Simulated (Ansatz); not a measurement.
Computed with Ansatz on PBE0-D4/def2-TZVP structures; ΔE is electronic, products minus reactants. CCSD(T)/CBS is the MP2 limit (def2-TZVPP, def2-QZVPP) plus CCSD(T) − MP2 in def2-TZVPP, frozen cores. Functionals use def2-TZVPP. B3LYP here is the variant with VWN-RPA as its local correlation; programs differ in this. def2 core potentials past Kr. For I, In outer-core shells are correlated without core-valence functions, which leaves a few kJ/mol of doubt a bond. One conformer a species, not always the lowest.

Reaction (ligand exchange at the In–N bond): `C[N](C)[In]([Cl])[Cl]` + HI → `[Cl][In]([Cl])[I]` + `CNC`

`C[N](C)[In]([Cl])[Cl]`:

Z-matrix (Å, degrees):
```
C
N 1 1.441
H 1 1.100 2 111.4
H 1 1.092 2 111.2 3 -120.1
H 1 1.100 2 111.3 3 119.8
C 2 1.441 1 114.2 3 -59.9
In 2 1.984 1 122.9 3 119.7
H 6 1.100 2 111.4 1 59.9
H 6 1.092 2 111.2 1 -180.0
H 6 1.100 2 111.3 1 -59.9
Cl 7 2.308 2 120.4 1 0.3
Cl 7 2.308 2 120.4 1 -179.9
```

HI:

```xyz
2

I    -0.506   -0.564    0.271
H     0.506    0.564   -0.271
```

`[Cl][In]([Cl])[I]`:

Z-matrix (Å, degrees):
```
In
Cl 1 2.302
I 1 2.617 2 121.5
Cl 1 2.302 2 117.0 3 -180.0
```

`CNC`:

Cartesian coordinates in Å:
```
C 0.961 0.138 0.719
N 0.363 -0.344 -0.504
C -1.073 -0.189 -0.523
H 2.048 0.051 0.663
H 0.624 -0.480 1.557
H 0.709 1.185 0.961
H 0.771 0.133 -1.296
H -1.518 -0.824 0.248
H -1.470 -0.513 -1.487
H -1.415 0.844 -0.337
```

```
             level  ΔE (eV)
            B97M-V    -1.34
          B3LYP-D4    -1.35
           r2SCAN0    -1.46
SCS-MP2/def2-TZVPP    -1.27
```

What does CCSD(T)/CBS give? (An estimate is asked.)

The calculation gave: -1.31 eV. The listed levels differ from it by -0.03, -0.04, -0.15, 0.04 eV.

Largest T1 diagnostic among the species: 0.014.

In def2-TZVPP, CCSD(T) changes the Hartree–Fock value by +0.41 eV (the triples alone add +0.05 eV) and MP2 by +0.37 eV. From PBE to PBE0 (25 % exact exchange), in def2-TZVPP and without D4, ΔE moves by −0.08 eV.
